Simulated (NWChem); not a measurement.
All runs are NWChem calculations. System: I2Si, charge 0, spin multiplicity 1, at a geometry optimised with B3LYP/def2-SVP with def2 effective core potentials on I. The structure started from a generated list of species. Level: PBE0/def2-TZVP with def2 effective core potentials on I.

The NWChem input:

```
start mol
memory heap 200 mb stack 900 mb global 1100 mb
geometry units angstroms nocenter noautoz
  Si     0.000000     0.000000     1.360185
  I     -1.986786     0.000000    -0.179647
  I      1.986786     0.000000    -0.179647
  symmetry group C2v
end
basis spherical
  * library def2-tzvp
end
ecp
  I library def2-ecp
end
dft
  xc pbe0
  semidirect memsize 60000000 filesize 0
  iterations 100
end
task dft energy
```

Output (cleaned and shortened):

```
             Northwest Computational Chemistry Package (NWChem) 7.3.0
             --------------------------------------------------------

                                NWChem Input Module
                                -------------------

 Scaling coordinates for geometry "geometry" by  1.889725989
 (inverse scale =  0.529177249)

 Turning off AUTOSYM since
 SYMMETRY directive was detected!

                             Geometry "geometry" -> ""
                             -------------------------

 Output coordinates in angstroms (scale by  1.889725989 to convert to a.u.)

  No.       Tag          Charge          X              Y              Z
 ---- ---------------- ---------- -------------- -------------- --------------
    1 Si                  14.0000     0.00000000     0.00000000     1.36018500
    2 I                   53.0000    -1.98678600     0.00000000    -0.17964700
    3 I                   53.0000     1.98678600     0.00000000    -0.17964700

 Effective nuclear repulsion energy (a.u.)     686.5010151989

            Nuclear Dipole moment (a.u.)
            ----------------------------
        X                 Y               Z
 ---------------- ---------------- ----------------
     0.0000000000     0.0000000000     0.0000151178

      Symmetry information
      --------------------

 Group name             C2v
 Group number             16
 Group order               4
 No. of unique centers     2

      Symmetry unique atoms

     1    2


 Summary of "ao basis" -> "" (spherical)
 ------------------------------------------------------------------------------
       Tag                 Description            Shells   Functions and Types
 ---------------- ------------------------------  ------  ---------------------
 *                         def2-tzvp                  on all atoms

                                 NWChem DFT Module
                                 -----------------

 Summary of "ao basis" -> "ao basis" (spherical)
 ------------------------------------------------------------------------------
       Tag                 Description            Shells   Functions and Types
 ---------------- ------------------------------  ------  ---------------------
 Si                        def2-tzvp                13       37   5s5p2d1f
 I                         def2-tzvp                16       50   6s5p3d2f

 Summary of "ao basis" -> "ao basis" (spherical)
 ------------------------------------------------------------------------------
       Tag                 Description            Shells   Functions and Types
 ---------------- ------------------------------  ------  ---------------------
 Si                        def2-tzvp                13       37   5s5p2d1f
 I                         def2-tzvp                16       50   6s5p3d2f

      Symmetry analysis of basis
      --------------------------

        a1         49
        a2         20
        b1         42
        b2         26

            General Information
            -------------------
          SCF calculation type: DFT
          Wavefunction type:  closed shell.
          No. of atoms     :     3
          No. of electrons :    64
           Alpha electrons :    32
            Beta electrons :    32
          Charge           :     0
          Spin multiplicity:     1
          Use of symmetry is: on ; symmetry adaption is: on
          Maximum number of iterations: 100
          AO basis - number of functions:   137
                     number of shells:    45
          Convergence on energy requested:  1.00D-06
          Convergence on density requested:  1.00D-05
          Convergence on gradient requested:  5.00D-04

              XC Information
              --------------
                         PBE0 Method XC Functional
                     Hartree-Fock (Exact) Exchange  0.250
          PerdewBurkeErnzerhof Exchange Functional  0.750
            Perdew 1991 LDA Correlation Functional  1.000 local
           PerdewBurkeErnz. Correlation Functional  1.000 non-local

             Grid Information
             ----------------
          Grid used for XC integration:  medium
          Radial quadrature: Mura-Knowles
          Angular quadrature: Lebedev.
          Tag              B.-S. Rad. Rad. Pts. Rad. Cut. Ang. Pts.
          ---              ---------- --------- --------- ---------
          Si                  1.10       88          10.0       590
          I                   1.40      123          12.0       590
          Grid pruning is: on
          Number of quadrature shells:   211
          Spatial weights used:  Erf1

          Convergence Information
          -----------------------
          Convergence aids based upon iterative change in
          total energy or number of iterations.
          Levelshifting, if invoked, occurs when the
          HOMO/LUMO gap drops below (HL_TOL):  1.00D-02
          DIIS, if invoked, will attempt to extrapolate
          using up to (NFOCK): 10 stored Fock matrices.

                    Damping( 0%)  Levelshifting(0.5)       DIIS
                  --------------- ------------------- ---------------
          dE  on:    start            ASAP                start
          dE off:    2 iters        100 iters           100 iters

      Screening Tolerance Information
      -------------------------------
          Density screening/tol_rho:  1.00D-10
          AO Gaussian exp screening on grid/accAOfunc:  14
          CD Gaussian exp screening on grid/accCDfunc:  20
          XC Gaussian exp screening on grid/accXCfunc:  20
          Schwarz screening/accCoul:  1.00D-08

      Superposition of Atomic Density Guess
      -------------------------------------

 Sum of atomic energies:        -983.15907365

      Non-variational initial energy
      ------------------------------

 Total energy =    -882.367113
 1-e energy   =   -1896.138262
 2-e energy   =     783.171851
 HOMO         =      -0.251047
 LUMO         =      -0.063112

      Symmetry analysis of molecular orbitals - initial
      -------------------------------------------------

  Numbering of irreducible representations:

     1 a1          2 a2          3 b1          4 b2

  Orbital symmetries:

     1 a1          2 a1          3 b1          4 a1          5 a1
     6 b1          7 a1          8 b2          9 b1         10 a2
    11 b1         12 a1         13 b2         14 a1         15 b1
    16 a1         17 b2         18 a2         19 b1         20 a1
    21 b2         22 a2         23 b1         24 a1         25 b1
    26 a1         27 b1         28 a1         29 b2         30 a2
    31 b1         32 a1         33 b2         34 a1         35 b1
    36 b1         37 a1         38 b1         39 a1         40 b2
    41 a1         42 b2

------------------------------------------------------------
EAF file 0: "./mol.aoints.0" size=524288 bytes
------------------------------------------------------------
               write      read    awrite     aread      wait
               -----      ----    ------     -----      ----
     calls:        1         0         0         0         0
   data(b): 5.24e+05  0.00e+00  0.00e+00  0.00e+00
   time(s): 0.00e+00  0.00e+00  0.00e+00  0.00e+00  0.00e+00
rate(mb/s): 0.00e+00  0.00e+00
------------------------------------------------------------

   convergence    iter        energy       DeltaE   RMS-Dens  Diis-err    time
 ---------------- ----- ----------------- --------- --------- ---------  ------
 d= 0,ls=0.0,diis     1   -884.8036679185 -1.12D+03  1.12D-02  5.19D-01     2.8
 d= 0,ls=0.0,diis     2   -884.6205888572  1.83D-01  7.41D-03  1.62D+00     3.0
 d= 0,ls=0.0,diis     3   -884.8708726785 -2.50D-01  7.99D-04  2.47D-02     3.1
 d= 0,ls=0.0,diis     4   -884.8732282496 -2.36D-03  3.18D-04  1.44D-03     3.3
 d= 0,ls=0.0,diis     5   -884.8734635868 -2.35D-04  5.13D-05  1.33D-04     3.5
  Resetting Diis
 d= 0,ls=0.0,diis     6   -884.8734730403 -9.45D-06  2.30D-05  2.10D-05     3.7
 d= 0,ls=0.0,diis     7   -884.8734754127 -2.37D-06  5.20D-06  1.20D-07     3.9
 d= 0,ls=0.0,diis     8   -884.8734754388 -2.61D-08  2.04D-06  7.23D-08     4.1

         Total DFT energy =     -884.873475438803
      One electron energy =    -1897.251884609690
           Coulomb energy =      847.010655468553
    Exchange-Corr. energy =      -65.231543976600
 Nuclear repulsion energy =      230.599297678934

 Numeric. integr. density =       63.999998646537

     Total iterative time =      3.1s

                  Occupations of the irreducible representations
                  ----------------------------------------------

                     irrep           alpha         beta
                     --------     --------     --------
                     a1               13.0         13.0
                     a2                4.0          4.0
                     b1               10.0         10.0
                     b2                5.0          5.0

                       DFT Final Molecular Orbital Analysis
                       ------------------------------------

 Vector   30  Occ=2.000000D+00  E=-2.920773D-01  Symmetry=a2
              MO Center= -2.1D-14, -9.1D-15, -1.2D-01, r^2= 5.9D+00
   Bfn.  Coefficient  Atom+Function         Bfn.  Coefficient  Atom+Function
  ----- ------------  ---------------      ----- ------------  ---------------
    54      0.396763  2 I  py               104     -0.396763  3 I  py
    48     -0.324566  2 I  py                98      0.324566  3 I  py
    51      0.256953  2 I  py               101     -0.256953  3 I  py
    57      0.186200  2 I  py               107     -0.186200  3 I  py
    26     -0.046843  1 Si d -2              45     -0.041271  2 I  py

 Vector   31  Occ=2.000000D+00  E=-2.791535D-01  Symmetry=b1
              MO Center= -1.5D-13,  7.1D-15, -1.1D-01, r^2= 6.2D+00
   Bfn.  Coefficient  Atom+Function         Bfn.  Coefficient  Atom+Function
  ----- ------------  ---------------      ----- ------------  ---------------
    53      0.317739  2 I  px               103      0.317739  3 I  px
    47     -0.264585  2 I  px                97     -0.264585  3 I  px
    55     -0.254206  2 I  pz               105      0.254206  3 I  pz
    50      0.212613  2 I  px               100      0.212613  3 I  px
    49      0.204480  2 I  pz                99     -0.204480  3 I  pz

 Vector   32  Occ=2.000000D+00  E=-2.636613D-01  Symmetry=a1
              MO Center= -1.5D-14,  1.7D-15,  5.8D-01, r^2= 5.6D+00
   Bfn.  Coefficient  Atom+Function         Bfn.  Coefficient  Atom+Function
  ----- ------------  ---------------      ----- ------------  ---------------
     5      0.375371  1 Si s                  4      0.324833  1 Si s
    55     -0.325713  2 I  pz               105     -0.325713  3 I  pz
    49      0.265481  2 I  pz                99      0.265481  3 I  pz
    17      0.245030  1 Si pz                52     -0.212382  2 I  pz
   102     -0.212382  3 I  pz                 3     -0.184156  1 Si s

 Vector   33  Occ=0.000000D+00  E=-1.231798D-01  Symmetry=b2
              MO Center=  3.0D-14, -6.8D-16,  1.0D+00, r^2= 4.0D+00
   Bfn.  Coefficient  Atom+Function         Bfn.  Coefficient  Atom+Function
  ----- ------------  ---------------      ----- ------------  ---------------
    16      0.500168  1 Si py                19      0.467100  1 Si py
    54     -0.184612  2 I  py               104     -0.184612  3 I  py
    57     -0.174099  2 I  py               107     -0.174099  3 I  py
     7     -0.158863  1 Si py                13      0.154597  1 Si py
    48      0.152316  2 I  py                98      0.152316  3 I  py

 Vector   34  Occ=0.000000D+00  E=-5.000614D-02  Symmetry=a1
              MO Center=  6.4D-14, -3.2D-16,  6.4D-01, r^2= 6.3D+00
   Bfn.  Coefficient  Atom+Function         Bfn.  Coefficient  Atom+Function
  ----- ------------  ---------------      ----- ------------  ---------------
    20      0.617814  1 Si pz                 5     -0.481825  1 Si s
    17      0.416825  1 Si pz                56      0.373679  2 I  px
   106     -0.373679  3 I  px                 4     -0.311621  1 Si s
    43      0.305964  2 I  s                 93      0.305964  3 I  s
    53      0.205493  2 I  px               103     -0.205493  3 I  px

 Vector   35  Occ=0.000000D+00  E=-3.188640D-02  Symmetry=b1
              MO Center= -2.2D-16, -2.8D-15,  8.7D-01, r^2= 6.1D+00
   Bfn.  Coefficient  Atom+Function         Bfn.  Coefficient  Atom+Function
  ----- ------------  ---------------      ----- ------------  ---------------
    18      0.825008  1 Si px                15      0.454824  1 Si px
    43      0.385147  2 I  s                 93     -0.385147  3 I  s
    58      0.335845  2 I  pz               108     -0.335845  3 I  pz
    56      0.245925  2 I  px               106      0.245925  3 I  px
    55      0.177840  2 I  pz               105     -0.177840  3 I  pz

 center of mass
 --------------
 x =   0.00000000 y =   0.00000000 z =  -0.05057161

 moments of inertia (a.u.)
 ------------------
         213.368709083597           0.000000000000           0.000000000000
           0.000000000000        3790.977428524019           0.000000000000
           0.000000000000           0.000000000000        3577.608719440423

     Multipole analysis of the density
     ---------------------------------

     L   x y z        total         alpha         beta         nuclear
     -   - - -        -----         -----         ----         -------
     0   0 0 0     -0.000000    -32.000000    -32.000000     64.000000

     1   1 0 0      0.000000      0.000000      0.000000      0.000000
     1   0 1 0      0.000000      0.000000      0.000000      0.000000
     1   0 0 1      0.306075     -9.352511     -9.352511     19.011097

     2   2 0 0    -50.255848   -377.531139   -377.531139    704.806431
     2   1 1 0     -0.000000     -0.000000     -0.000000      0.000000
     2   1 0 1     -0.000000     -0.000000     -0.000000      0.000000
     2   0 2 0    -48.709626    -24.354813    -24.354813      0.000000
     2   0 1 1     -0.000000     -0.000000     -0.000000      0.000000
     2   0 0 2    -48.914696    -73.586440    -73.586440     98.258183

 Task  times  cpu:        4.1s     wall:        4.1s

 Total times  cpu:        4.1s     wall:        4.1s
```
